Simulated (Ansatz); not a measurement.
Species: CH2Cl, charge 1, multiplicity 1. 
Structure (B3LYP-D3(BJ)/def2-TZVP (Ansatz, a program for electronic structure) minimum search):
```
C
H 1 1.0896
H 1 1.0896 2 121.41
Cl 1 1.5938 2 119.29 3 180.00
```
Charge +1, spin multiplicity 1.

Basis-set convergence of Hartree-Fock and MP2 correlation energies (hartree) with Ansatz. Valence correlation only, unless marked. Spin-orbit coupling is left out. No relativistic terms.

```json
[
 {"basis": "def2-SVPD", "functions": "63", "E(HF)": "-497.99956", "E(corr, MP2)": "-0.26725"},
 {"basis": "def2-TZVPPD", "functions": "122", "E(HF)": "-498.20240", "E(corr, MP2)": "-0.33122"},
 {"basis": "def2-QZVPPD", "functions": "208", "E(HF)": "-498.21667", "E(corr, MP2)": "-0.35740"}
]
```

Extrapolating the two largest sets (X = 3 and 4) as X^-3: E(corr) = (64·(-0.35740) - 27·(-0.33122))/37 = -0.3765 Eh, an estimate of the basis-set limit. The largest set recovers 94.9 % of it, the smallest 71.0 %.
